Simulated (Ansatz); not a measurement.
Relaxation of FH7N2O2Ta (13 atoms, charge 0, multiplicity 2), to a largest force component of 0.03 eV/Å in at most 50 steps.

Theory: UKS PBE/def2-SVP (Ansatz 0.2.0).

```xyz
13
Properties=species:S:1:pos:R:3
Ta -0.451 0.168 0.328
F 2.086 -1.519 -0.369
N 0.075 0.217 2.256
H 0.260 -0.629 2.802
H 0.528 1.018 2.711
O 0.700 0.370 -1.305
H 0.318 0.304 -2.206
O -1.515 1.760 0.153
H -2.460 1.938 0.282
N -0.838 -1.764 0.154
H -1.726 -2.273 0.112
H -0.034 -2.407 0.024
H 1.735 -0.811 -0.896
```

Problem. Where does it end, and by what steps?

Solution. The run converged. After 40 steps the energy has fallen by 0.709 eV; F2 moved furthest, 1.48 Å. Parted: F2–H13 (0.95 → 1.98 Å). Joined: Ta1–F2 (3.13 → 1.96 Å), O6–H13 (1.62 → 0.99 Å).

| step | energy less start (eV) | largest force component (eV/Å) | accepted |
| --- | --- | --- | --- |
| 0 | 0.0000 | 0.789 | yes |
| 2 | -0.0234 | 0.276 | yes |
| 4 | -0.0566 | 0.378 | yes |
| 6 | -0.0785 | 0.124 | yes |
| 8 | -0.0873 | 0.072 | yes |
| 10 | -0.0910 | 0.050 | yes |
| 12 | -0.0919 | 0.036 | yes |
| 14 | -0.0953 | 0.286 | yes |
| 16 | -0.1322 | 0.486 | yes |
| 18 | -0.2967 | 0.717 | yes |
| 20 | -0.3877 | 0.677 | yes |
| 22 | -0.4575 | 0.974 | yes |
| 24 | -0.5513 | 0.450 | yes |
| 26 | -0.5868 | 0.607 | yes |
| 28 | -0.6152 | 0.205 | yes |
| 30 | -0.6376 | 0.275 | yes |
| 32 | -0.6552 | 0.236 | yes |
| 34 | -0.6854 | 0.591 | yes |
| 36 | -0.7016 | 0.356 | yes |
| 38 | -0.7077 | 0.095 | yes |
| 40 | -0.7086 | 0.029 | yes |

```xyz
13
Properties=species:S:1:pos:R:3
Ta 0.044 -0.049 0.633
F 1.967 -0.190 0.265
N 0.079 -0.002 2.617
H 0.030 -0.783 3.281
H 0.245 0.864 3.154
O 0.422 0.108 -1.781
H 0.199 -0.678 -2.323
O -1.214 1.422 0.399
H -1.344 1.870 -0.455
N -0.817 -1.759 0.079
H -1.381 -2.365 0.687
H -0.940 -2.093 -0.891
H 1.391 0.029 -1.617
```

Whether the end is a true minimum wasn't checked by a vibrational analysis.

Run time: 2.6 min on 4 threads of Arm Neoverse V1, on a shared host, peak memory 0.26 GiB.
